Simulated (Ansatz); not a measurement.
Cost and result for the atomization energy of C2H5NSn (`C#C[NH][SnH3]`) (9 atoms, 8 bonds).

```xyz
9

C    -1.039    1.724   -1.358
C    -0.459    1.234   -0.421
N     0.212    0.638    0.564
Sn    0.595   -1.369    0.489
H    -1.541    2.180   -2.175
H     0.144    1.091    1.463
H     1.607   -1.599   -0.857
H     1.364   -1.695    1.973
H    -0.881   -2.204    0.321
```

Charge 0, multiplicity 1. Correlated methods include outer-core shells of Sn, which these sets cover unevenly. Sn takes the def2 core potential. The structure was optimised at the PBE0-D4/def2-TZVP level. Program: Ansatz. All runs use 2 threads of an Arm Neoverse V1 on a shared host. Times are those of one run each, without the atoms' runs, and a repeat can differ threefold. Electronic energies, without spin–orbit coupling; frozen cores. CCSD(T)/CBS adds CCSD(T) − MP2 in def2-TZVPP to the MP2 limit, and its time is that of the two runs behind it. T1 = 0.014. With those shells the extrapolation isn't a true limit. B3LYP takes the VWN-RPA correlation (the form of Gaussian; ORCA's B3LYP/G). HSE06 is the plane-wave form, built on full-range PBE exchange.

CCSD(T)/CBS is a level of theory with its own doubt, some kJ/mol a heavy atom from the limit and from the frozen cores, so smaller differences don't rank the functionals.

```
                             level  functions  wall time  atomization (kcal/mol)  difference from CCSD(T)/CBS  per bond
                BLYP-D4/def2-TZVPP        213      2.7 s                   727.3                          2.7       0.3
   PBE-D4/def2-TZVPP (with forces)        213      3.4 s                   742.0                         17.4       2.2
               HSE06-D4/def2-TZVPP        213      4.1 s                   724.1                         -0.5      -0.1
           CAM-B3LYP-D4/def2-TZVPP        213      4.3 s                   728.0                          3.4       0.4
             r2SCANh-D4/def2-TZVPP        213        6 s                   715.0                         -9.6      -1.2
r2SCAN-D4/def2-TZVPP (with forces)        213      6.5 s                   721.0                         -3.6      -0.4
 B3LYP-D4/def2-TZVPP (with forces)        213      6.5 s                   724.9                          0.3       0.0
                  CCSD(T)/def2-SVP         93        7 s                   675.4                        -49.2      -6.1
                ωB97X-V/def2-TZVPP        213       11 s                   726.9                          2.3       0.3
  ωB97M-V/def2-TZVPP (with forces)        213       16 s                   724.8                          0.2       0.0
                    MP2/def2-QZVPP        403       23 s                   723.4                         -1.2      -0.1
                CCSD(T)/def2-TZVPP        213    2.7 min                   702.6                        -22.0      -2.7
                 CCSD(T)/CBS(def2)          –    3.1 min                   724.6                          0.0       0.0
```

In def2-TZVPP, CCSD(T) changes the Hartree–Fock value by +213.6 kcal/mol (the triples alone add +14.4 kcal/mol) and MP2 by +221.3 kcal/mol; breaking electron pairs costs correlation energy, which Hartree–Fock lacks. From PBE to PBE0 (25 % exact exchange), in def2-TZVPP and without D4, the atomization energy moves by −17.6 kcal/mol: exact exchange takes away binding that semilocal exchange gives to molecules. The D4 term adds +6.7 kcal/mol with B3LYP and +3.5 kcal/mol with PBE0; it sums over pairs of atoms, weighted by their polarisabilities, and B3LYP, whose exchange is more repulsive, gets the larger term.

Spin–orbit coupling would lower the free Sn atoms strongly, and the atomization energy with them, by more than many differences here. For some Ge, Se and Sn compounds the MP2-based and the directly extrapolated limit differ by 10 to 25 kJ/mol.
